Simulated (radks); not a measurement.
Problem. These are the eigenvalues of the occupied orbitals of an atom or ion with whole-number occupations (Ry). All-electron calculation, non-relativistic Kohn-Sham, LDA (Slater exchange, Perdew-Wang correlation), spin-polarised, spherical densities, point nucleus. Program: a radial shooting solver on a logarithmic mesh with Libxc functionals.

| orbital | eigenvalue |
|---|---|
| 1s up | -1725.729 |
| 1s down | -1725.727 |
| 2s up | -251.8094 |
| 2s down | -251.7387 |
| 2p up | -234.4016 |
| 2p down | -234.3469 |
| 3s up | -49.60760 |
| 3s down | -49.55855 |
| 3p up | -42.65169 |
| 3p down | -42.59888 |
| 3d up | -29.78155 |
| 3d down | -29.71241 |
| 4s up | -11.00791 |
| 4s down | -10.73711 |
| 4p up | -8.77505 |
| 4p down | -8.50384 |
| 4d up | -5.09539 |
| 5s up | -3.37830 |
| 5s down | -3.28641 |

Which element is it, and in what charge state? The configuration may be excited. Open shells, if any, are filled with parallel spins first.

Solution. Z = 46, palladium, charge +4: Pd4+ in [Kr] 4d4 5s2. The list shows which subshells hold electrons but not how many an open one holds; the 1s level, -862.86 hartree, gives Z - s = 41.5 by -(Z - s)^2/2, which with screening narrows Z to a few neighbours, and the depths of the outer levels then fix element, charge and occupations together.
